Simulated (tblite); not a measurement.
Species: C5H10AsN.
SMILES with atom numbers: `[CH3:1][CH2:2][CH2:3][AsH:4][CH2:5][C:6]#[N:7]` (hydrogens: H8, H9, H10 on C1; H11, H12 on C2; H13, H14 on C3; H15 on As4; H16, H17 on C5)

Computed with GFN2-xTB (tblite), gas phase: L-BFGS steps from a force-field or distance-geometry start until the largest atomic force falls under 0.01 eV/Å.

Step 80: E = -572.5623 eV
```
atom  x, y, z in Å  |  force x, y, z in eV/Å
C1     -2.5953   -0.2510   -0.7954   -0.002   0.003  -0.039
C2     -1.5604    0.1174    0.2589   -0.003   0.013   0.012
C3     -0.1891    0.4157   -0.3381    0.046  -0.009   0.012
As4     1.1088    1.0177    1.0489    0.063  -0.026   0.003
C5      2.5148   -0.3915    0.7266   -0.003   0.002  -0.007
C6      3.2110   -0.0931   -0.4827    0.017   0.029  -0.030
N7      3.7411    0.1820   -1.4598   -0.037  -0.015   0.016
H8     -2.2912   -1.1464   -1.3353   -0.005   0.023   0.002
H9     -2.7107    0.5599   -1.5114   -0.012  -0.011  -0.018
H10    -3.5619   -0.4399   -0.3305    0.045   0.001  -0.023
H11    -1.9018    1.0009    0.8068   -0.045   0.014   0.051
H12    -1.4725   -0.7050    0.9753    0.007   0.003   0.031
H13    -0.2760    1.2144   -1.0816   -0.009  -0.009   0.009
H14     0.2053   -0.4593   -0.8598   -0.013  -0.043  -0.009
H15     0.5147    0.1760    2.1571   -0.042   0.011   0.003
H16     3.2219   -0.3991    1.5609   -0.017   0.025   0.001
H17     2.0345   -1.3700    0.6502    0.009  -0.011  -0.014
```

Step 81: E = -572.5631 eV
```
atom  x, y, z in Å  |  force x, y, z in eV/Å
C1     -2.5910   -0.2505   -0.7986   -0.033  -0.012  -0.064
C2     -1.5622    0.1223    0.2597   -0.006  -0.001   0.006
C3     -0.1879    0.4145   -0.3322    0.069   0.003   0.011
As4     1.1084    1.0155    1.0579    0.072  -0.035  -0.019
C5      2.5168   -0.3917    0.7274   -0.001   0.011   0.004
C6      3.2015   -0.0930   -0.4887   -0.020   0.011   0.036
N7      3.7206    0.1842   -1.4706   -0.009  -0.004  -0.032
H8     -2.2811   -1.1451   -1.3372   -0.002   0.032   0.008
H9     -2.7087    0.5589   -1.5167    0.002  -0.015  -0.007
H10    -3.5603   -0.4446   -0.3402    0.061   0.008  -0.013
H11    -1.9063    1.0071    0.8029   -0.041   0.033   0.046
H12    -1.4785   -0.6960    0.9803    0.005  -0.020   0.041
H13    -0.2698    1.2109   -1.0783   -0.006   0.003   0.005
H14     0.2083   -0.4620   -0.8510   -0.030  -0.042   0.002
H15     0.5174    0.1667    2.1605   -0.051   0.006   0.018
H16     3.2308   -0.3982    1.5566   -0.028   0.032  -0.017
H17     2.0351   -1.3702    0.6583    0.018  -0.009  -0.025
```

Problem. Estimate the geometry and energy of step 82. (The exact step hangs on the optimiser's Hessian estimate; all steps are aligned on step 81, rigid shifts and turns removed.)

Solution. E = -572.5644 eV, largest force 0.088 eV/Å
```
atom  x, y, z in Å  |  force x, y, z in eV/Å
C1     -2.5843   -0.2499   -0.8049   -0.049  -0.025  -0.069
C2     -1.5651    0.1296    0.2608   -0.005  -0.016   0.001
C3     -0.1850    0.4128   -0.3224    0.072   0.017   0.009
As4     1.1093    1.0106    1.0724    0.061  -0.036  -0.040
C5      2.5201   -0.3921    0.7290    0.007   0.013   0.007
C6      3.1856   -0.0923   -0.4981   -0.018   0.011   0.023
N7      3.6866    0.1876   -1.4890   -0.026  -0.017   0.011
H8     -2.2661   -1.1445   -1.3393    0.002   0.039   0.012
H9     -2.7038    0.5561   -1.5269    0.022  -0.015   0.006
H10    -3.5569   -0.4495   -0.3556    0.068   0.013   0.002
H11    -1.9143    1.0171    0.7972   -0.025   0.039   0.024
H12    -1.4882   -0.6826    0.9886   -0.002  -0.039   0.037
H13    -0.2604    1.2066   -1.0719    0.006   0.015   0.005
H14     0.2126   -0.4659   -0.8378   -0.054  -0.035   0.021
H15     0.5194    0.1533    2.1684   -0.050   0.002   0.025
H16     3.2456   -0.3966    1.5488   -0.039   0.041  -0.033
H17     2.0379   -1.3713    0.6708    0.030  -0.006  -0.041
```

The energy changes by -0.0012 eV. The first-order estimate −F·Δx gives -0.0017 eV and the mean of the old and new forces, exact on a quadratic surface, -0.0012 eV. The step makes an angle of 83° with the force vector and moves no atom by more than 0.039 Å.

The cost below is that of the whole relaxation. The run took 1.1 s wall on one thread, Arm Neoverse V1 (aarch64), no GPU, shared host.
